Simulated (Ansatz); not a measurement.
This geometry of BF2 + FH (5 atoms, charge 0, multiplicity 2) is a first-order saddle point.

Computed with UKS B3LYP/def2-SVP in Ansatz.

```xyz
5
Properties=species:S:1:pos:R:3
B -0.101 0.001 -0.192
H -0.227 -0.001 1.910
F 1.134 0.006 -0.604
F -1.119 -0.002 -1.011
F 0.313 -0.004 2.676
```

(1) Which two structures does it join? (They come from a converged band through this point; their orientation in space is the band's.)

(2) How far does it lie above each of them?

Answers

(1) No bond is made or broken.  The two ends are copies of one structure, up to a mirror image or an exchange of like atoms.

First end point:

```xyz
5
Properties=species:S:1:pos:R:3
B 0.001 -0.314 -0.273
H 0.004 -0.511 2.309
F 1.141 0.237 -0.623
F -1.144 0.225 -0.623
F -0.002 0.363 1.990
```

Last end point:

```xyz
5
Properties=species:S:1:pos:R:3
B -0.003 0.446 -0.213
H -0.001 0.217 2.373
F 1.142 -0.030 -0.646
F -1.143 -0.043 -0.645
F 0.004 -0.590 1.911
```

(2) 0.069 eV above the first and 0.069 eV above the second. This is the barrier of this one path; another mechanism may lie lower.

The run took 8.1 min on 1 thread of Intel(R) Xeon(R) Platinum 8488C (Sapphire Rapids), with other jobs on the host, peak memory 0.16 GiB.
